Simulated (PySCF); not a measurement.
**Atomic charges by several schemes**

Species: C3H10FNSi2.
Cartesian coordinates in Å at the GFN2-xTB level; atoms count from 1:
```
atom  x, y, z in Å
C1    -2.153   -1.678   -0.872
N2    -1.276   -0.828   -0.611
Si3   -0.077   -0.637    0.609
Si4    1.948   -1.065   -0.426
C5    -0.317    1.201    1.088
C6     0.115    2.141   -0.017
F7     1.469    2.015   -0.256
H8    -2.741   -1.577   -1.781
H9    -2.392   -2.538   -0.241
H10   -0.307   -1.391    1.861
H11    2.068   -0.498   -1.767
H12    2.141   -2.515   -0.566
H13    3.055   -0.561    0.386
H14    0.260    1.428    1.985
H15   -1.361    1.413    1.314
H16   -0.050    3.193    0.242
H17   -0.389    1.906   -0.959
```

Density: PBE0/pcSseg-1 (PySCF); schemes: Mulliken, IAO, Hirshfeld and ESP-fitted. Geometry: GFN2-xTB, one conformer, isolated molecule.

Problem. What partial charge does each atom carry?

Solution. In e:

```csv
atom,environment,Mulliken,IAO,Hirshfeld,ESP-fitted
C1,C=N carbon,+0.056,-0.080,+0.027,+0.181
N2,C=N nitrogen,-0.571,-0.522,-0.226,-0.498
Si3,SiH silicon,+0.589,+0.742,+0.303,+0.584
Si4,SiH3 silicon,+0.224,+0.290,+0.201,+0.073
C5,sp3 carbon bound to silicon,-0.555,-0.549,-0.169,-0.424
C6,sp3 C–F carbon,+0.154,+0.048,+0.024,+0.294
F7,alkyl fluorine,-0.344,-0.334,-0.106,-0.273
H8,hydrogen on a C=N carbon,+0.115,+0.141,+0.050,+0.048
H9,hydrogen on a C=N carbon,+0.095,+0.108,+0.044,+0.044
H10,Si–H hydrogen,-0.088,-0.143,-0.090,-0.158
H11,Si–H hydrogen,-0.051,-0.086,-0.069,-0.022
H12,Si–H hydrogen,-0.079,-0.111,-0.083,-0.067
H13,Si–H hydrogen,-0.061,-0.096,-0.075,-0.040
H14,methylene hydrogen,+0.146,+0.151,+0.039,+0.109
H15,methylene hydrogen,+0.143,+0.158,+0.048,+0.131
H16,methylene hydrogen,+0.108,+0.139,+0.043,+0.027
H17,methylene hydrogen,+0.118,+0.144,+0.039,-0.008
```

Mean size of the charges over all atoms: IAO 0.226 e, Mulliken 0.206 e, ESP-fitted 0.175 e, Hirshfeld 0.096 e. Each set sums to the total charge, 0, to within 0.001 e. The IAO scheme projects the occupied orbitals on a minimal set of polarised atomic orbitals and counts the electrons in each atom's part of it. The ESP scheme fits charges at the nuclei, held to the total charge, to the electrostatic potential on points at 1.4 to 2.0 times the van der Waals radii.

Lowest charge. The schemes don't all agree: Mulliken N2 (-0.571); IAO C5 (-0.549); Hirshfeld N2 (-0.226); ESP-fitted N2 (-0.498).

Highest charge. All schemes agree: Mulliken Si3 (+0.589); IAO Si3 (+0.742); Hirshfeld Si3 (+0.303); ESP-fitted Si3 (+0.584).

Problem. How many electrons does the IAO scheme count on Si3?

Solution. Z − q = 14 − (+0.742) = 13.258.

Problem. Sum the charges by element, for elements with more than one atom.

Solution. 
```csv
element,atoms,Mulliken,IAO,Hirshfeld,ESP-fitted
C,3,-0.346,-0.582,-0.118,+0.051
Si,2,+0.812,+1.032,+0.504,+0.657
H,10,+0.448,+0.405,-0.054,+0.063
```
